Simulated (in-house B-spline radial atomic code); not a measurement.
# V7+: [Ne] 3s2 (3p1/2)2 (3p3/2)1 (7g7/2)1 (an excited or competing configuration)

Method: Dirac-Hartree-Fock, average of the jj configuration, Fermi nucleus of rms radius 3.6002 fm. Calculated with a B-spline radial code for spherical atoms.

Z_r = [3n² - l(l+1)]/(2<r>); Z_e = n√(-2ε); the last column is Slater's effective charge. Values are occupation-weighted means over j.

```csv
shell,electrons,ε (eV),<r> (bohr),Z_r,Z_e,Slater
1s,2,-5696.2,0.06638,22.60,20.46,22.70
2s,2,-826.51,0.3042,19.72,15.59,18.85
2p,6,-715.07,0.2716,18.41,14.50,18.85
3s,2,-226.05,0.8578,15.74,12.23,12.80
3p,3,-196.5,0.8737,14.31,11.40,12.80
7g,1,-17.812,7.908,8.03,8.01,-
```

The least bound orbital is 7g7/2 at -17.81 eV, and it is also the most diffuse (<r> = 7.908 bohr).

For the 1s electron the small component carries 0.681 % of the norm, the zero-frequency Breit interaction raises the level by 5.659 eV, self-energy by 2.705 eV, and vacuum polarisation lowers it by 0.2153 eV.
